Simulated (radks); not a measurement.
Results of a calculation; reference values are marked as such.
Coulomb parameter of the 4d shell of neutral molybdenum in the model configuration [Kr] 4d5 5s1, as a second difference U = [E(n + 0.5) + E(n - 0.5) - 2 E(n)] / (0.5)^2 with all orbitals relaxed. "Bare": the charge of the atom changes with n. "Screened": the 5s shell takes up the change at fixed total charge, which measures U(4d,4d) + U(5s,5s) - 2 U(4d,5s). Code: a radial shooting solver on a logarithmic mesh with Libxc functionals. Model: scalar-relativistic Kohn-Sham, PBE, spin-unpolarised, spherical densities, finite nucleus; Fermi nuclear charge, rms radius 4.4091 fm.

case              configuration  E - E(n) (eV)
start              [Kr] 4d5 5s1          0.000
bare +0.5        [Kr] 4d5.5 5s1         -0.977
bare -0.5        [Kr] 4d4.5 5s1          2.903
screened +0.5  [Kr] 4d5.5 5s0.5          0.280
screened -0.5  [Kr] 4d4.5 5s1.5         -0.039

U(bare) = 7.702 eV, U(screened by 5s) = 0.962 eV, against the Slater integral F0(4d,4d) = 12.578 eV with frozen orbitals. The step up makes a negative ion, whose loosely bound charge lowers the bare value.
